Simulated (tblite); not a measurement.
Compound: C8H9ClSi.
Cartesian coordinates in Å at the GFN2-xTB level; atoms count from 1:
```xyz
19
C8H9ClSi angstrom
C      3.418    1.120   -1.319
C      2.219    1.082   -1.239
C      0.815    1.074   -1.172
C      0.102    0.117   -0.568
C      0.413   -1.107    0.154
C      1.535   -1.719    0.503
C     -1.051   -1.411    0.353
C     -1.380   -0.085   -0.383
Si    -2.242    1.260    0.649
Cl    -4.120    0.644    1.060
H      4.465    1.143   -1.381
H      0.312    1.904   -1.654
H      1.523   -2.646    1.052
H      2.496   -1.309    0.245
H     -1.368   -1.462    1.395
H     -1.395   -2.310   -0.158
H     -1.906   -0.241   -1.329
H     -1.529    1.448    1.910
H     -2.316    2.507   -0.109
```

Calculated harmonic vibrations of the isolated species, GFN2-xTB (tblite), most abundant isotopes, no scaling. The method is semi-empirical: single wavenumbers can be off by several per cent or more. Modes of hydrogen on silicon can be 10 to 20 % off. One conformer, not necessarily the lowest.

Harmonic wavenumbers (cm⁻¹): 29.5, 53.2, 59.9, 103.9, 118.7, 159.9, 243.9, 248.9, 284.6, 375.9, 387.9, 453.1, 493.8, 501.1, 525.2, 570.1, 617.0, 633.0, 659.1, 699.9, 728.2, 768.7, 778.4, 816.7, 819.9, 880.2, 927.8, 947.7, 1036.0, 1056.3, 1066.1, 1102.1, 1149.6, 1189.8, 1202.1, 1225.7, 1295.1, 1396.6, 1460.0, 1681.0, 1724.9, 2241.0, 2264.0, 2286.6, 2933.5, 2982.5, 2999.9, 3031.2, 3101.0, 3135.9, 3395.9.

A = 2165, B = 475.0, C = 407.2 MHz; mass 168.016 u (most abundant isotopes); point group C1, symmetry number 1.

Q: Zero-point energy?

A: ½Σν̃ = 29422 cm⁻¹ = 84.12 kcal/mol.

Q: Give the ideal-gas entropy at 298.15 K and 1 bar in the rigid-rotor, harmonic-oscillator model (classical rotation).

A: Translation 41.29, rotation 31.02, vibration 37.90: S = 110.2 cal/(mol K).

Q: And Cp and H(298.15 K) − H(0)?

A: Cp = 45.12 cal/(mol K), of which vibrations give 37.17 (their classical limit is 51 R = 101.3); H(298.15 K) − H(0) = 8.06 kcal/mol without the zero-point energy, 5.69 from vibrations.

Q: How do the functions run with temperature in this model?

A: 
```json
{"T (K)": "100", "S (cal/(mol K))": "76.4", "Cp (cal/(mol K))": "21.3", "H − H(0) (kcal/mol)": "1.49", "G − H(0) (kcal/mol)": "-6.14", "ln q(vib)": "2.88"}
{"T (K)": "200", "S (cal/(mol K))": "94.7", "Cp (cal/(mol K))": "33.2", "H − H(0) (kcal/mol)": "4.21", "G − H(0) (kcal/mol)": "-14.73", "ln q(vib)": "6.27"}
{"T (K)": "300", "S (cal/(mol K))": "110.5", "Cp (cal/(mol K))": "45.3", "H − H(0) (kcal/mol)": "8.15", "G − H(0) (kcal/mol)": "-25.00", "ln q(vib)": "9.52"}
{"T (K)": "500", "S (cal/(mol K))": "138.3", "Cp (cal/(mol K))": "63.6", "H − H(0) (kcal/mol)": "19.18", "G − H(0) (kcal/mol)": "-49.95", "ln q(vib)": "15.82"}
{"T (K)": "800", "S (cal/(mol K))": "172.0", "Cp (cal/(mol K))": "79.5", "H − H(0) (kcal/mol)": "40.89", "G − H(0) (kcal/mol)": "-96.70", "ln q(vib)": "24.49"}
{"T (K)": "1000", "S (cal/(mol K))": "190.5", "Cp (cal/(mol K))": "86.2", "H − H(0) (kcal/mol)": "57.50", "G − H(0) (kcal/mol)": "-132.99", "ln q(vib)": "29.70"}
```

q(vib) and H(0) count from the zero-point level.

Q: Which modes carry the vibrational entropy at 298.15 K?

A: 29.5 cm⁻¹: 5.86; 53.2 cm⁻¹: 4.69; 59.9 cm⁻¹: 4.46; 103.9 cm⁻¹: 3.38; 118.7 cm⁻¹: 3.12; 159.9 cm⁻¹: 2.55 cal/(mol K); the other 45 give 13.83 together.

Q: What must be added to the electronic energy to get the Gibbs energy at 298.15 K and 1 bar?

A: ZPE + [H(298.15 K) − H(0)] − T·S = 84.12 + 8.06 − 32.86 = 59.32 kcal/mol.

Q: Blend soft modes into free rotors: weight 1/[1 + (100 cm⁻¹/ν̃)⁴] for the oscillator and the rest for a rotor with moment μB/(μ + B), μ = h/(8π²ν), B = 10⁻⁴⁴ kg m². What vibrational entropy results?

A: 33.62 cal/(mol K) in place of 37.90, which changes −T·S at 298.15 K by +1.28 kcal/mol.

Hindered rotation and anharmonicity are outside this model. Other conformers, if any are populated, would add a mixing term that is left out. The structure is chiral; the term R ln 2 for an equal mix with its mirror image is left out.
